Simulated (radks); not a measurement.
Values are calculated unless marked as measured or tabulated.
The promethium ion Pm+, configuration [Xe] 4f5 6s1. Code: a radial shooting solver on a logarithmic mesh with Libxc functionals. Model: Dirac Kohn-Sham, PBE, spin-unpolarised, spherical densities, finite nucleus; open shells fill j = l - 1/2 first; Fermi nuclear charge, rms radius 4.962 fm. Some entries of the table are withheld. Estimate them.

orbital,occ.,eigenvalue (eV),<r^2> (bohr^2),<1/r> (bohr^-1)
1s1/2,2,-44980.18,0.0007317,67.42
2s1/2,2,-7314.679,0.01150,15.99
2p1/2,2,-6927.458,0.008390,15.97
2p3/2,4,-6367.230,0.009637,14.30
3s1/2,2,-1599.408,0.07746,5.804
3p1/2,2,(1),0.07255,(2)
3p3/2,4,(3),0.07983,(4)
3d3/2,4,-1031.963,0.06448,5.169
3d5/2,6,-1007.550,0.06653,5.063
4s1/2,2,-322.6046,0.3970,2.414
4p1/2,2,(5),0.4211,2.308
4p3/2,4,(6),0.4613,2.167
4d3/2,4,-130.9264,0.5413,1.946
4d5/2,6,-126.5621,0.5576,1.911
5s1/2,2,(7),2.339,0.9216
5p1/2,2,-30.9519,3.009,0.8079
5p3/2,4,-27.6834,3.363,0.7579
6s1/2,1,-8.2996,17.69,(8)
4f5/2,5,-8.2441,1.520,1.310
4f7/2,0,-7.7759,1.589,1.292

Answer. 
(1) 3p1/2 eigenvalue (eV): -1433.327
(2) 3p1/2 <1/r> (bohr^-1): 5.718
(3) 3p3/2 eigenvalue (eV): -1320.676
(4) 3p3/2 <1/r> (bohr^-1): 5.297
(5) 4p1/2 eigenvalue (eV): -259.4155
(6) 4p3/2 eigenvalue (eV): -234.8483
(7) 5s1/2 eigenvalue (eV): -47.7944
(8) 6s1/2 <1/r> (bohr^-1): 0.3172
